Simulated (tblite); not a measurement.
Br₂Ge, triplet, geometry from GFN2-xTB (the spin is typed, not shown lowest); GFN1-xTB (tblite).

Here is a job for tblite.
```
$ tblite run mol.xyz --method gfn1 --charge 0 --spin 2 --json tblite.json --no-restart

# file mol.xyz
3

Ge     0.01662620     0.00626078     1.00353305
Br     1.08727208    -1.65040649    -0.46661885
Br    -1.10247318     1.64468236    -0.45089707
```

Output, abridged:

```
xTB calculator
 | screened Coulomb repulsion
 | Coulomb electrostatics
 |  * isotropic Klopman-Ohno-Mataga-Nishimoto electrostatics
 |  * onsite third-order electrostatics
 | DFT-D3(BJ) dispersion correction

halogen bonding energy    0.0000000000000E+00 Eh
repulsion energy          5.7381243523358E-03 Eh
dispersion energy        -1.2241048105962E-03 Eh
number of electrons       1.8000000000000E+01 e
integral cutoff           4.0000000000000E+01 bohr

------------------------------------------------------------
  cycle        total energy    energy error   density error
------------------------------------------------------------
      1     -9.227177646953  -9.2316917E+00   3.3684515E-01
      2     -8.764972182782   4.6220546E-01   6.1357065E-01
      3     -9.392264117667  -6.2729193E-01   1.2893486E-01
      4     -9.401814771512  -9.5506538E-03   3.9469695E-02
      5     -9.405370237402  -3.5554659E-03   4.3680793E-03
      6     -9.405376850516  -6.6131134E-06   3.1704174E-03
      7     -9.405393583149  -1.6732633E-05   7.1376589E-04
      8     -9.405393899720  -3.1657075E-07   2.6162663E-04
      9     -9.405393951667  -5.1947131E-08   7.5689216E-06
------------------------------------------------------------

electronic energy        -9.4099079712086E+00 Eh
total energy             -9.4053939516669E+00 Eh

Post processing:
 | Mayer-Wiberg bond orders

[Info] JSON dump of results written to 'tblite.json'
```
